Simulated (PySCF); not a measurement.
C4H7NSi, SMILES N#C/C(=C\[SiH3])C.

Geometry optimised at B3LYP-D3(BJ)/def2-SVP. A frequency run showed that this geometry is not a minimum. The structure was generated by enumeration; whether it is a known compound was not checked.

Calculation: TDDFT-PBE/def2-SVPD run with PySCF.

Vertical excitations. 

Computed excitation energies, oscillator strengths and character:
```csv
state,energy (eV),λ (nm),f,main pairs
S1,5.34,232,0.239,HOMO→LUMO 87 %
S2,5.59,222,0.001,"HOMO−1→LUMO 83 %, HOMO−2→LUMO 16 %"
S3,5.77,215,0.001,"HOMO−3→LUMO 55 %, HOMO−2→LUMO 38 %"
S4,5.82,213,0.000,"HOMO−2→LUMO 44 %, HOMO−3→LUMO 44 %, HOMO−1→LUMO 11 %"
S5,6.15,202,0.005,HOMO−5→LUMO 98 %
S6,6.17,201,0.060,HOMO−4→LUMO 87 %
S7,6.32,196,0.001,HOMO→LUMO+1 99 %
S8,6.63,187,0.000,HOMO→LUMO+2 100 %
S9,6.81,182,0.039,HOMO−6→LUMO 88 %
S10,7.16,173,0.002,HOMO→LUMO+3 99 %
T1,3.45,359,0,HOMO→LUMO 98 %
T2,5.23,237,0,HOMO−1→LUMO 93 %
T3,5.41,229,0,HOMO−2→LUMO 82 %
T4,5.53,224,0,HOMO−4→LUMO 89 %
```
Triplets are in the Tamm–Dancoff approximation, which puts them higher than full response would, so one can lie above its singlet here.
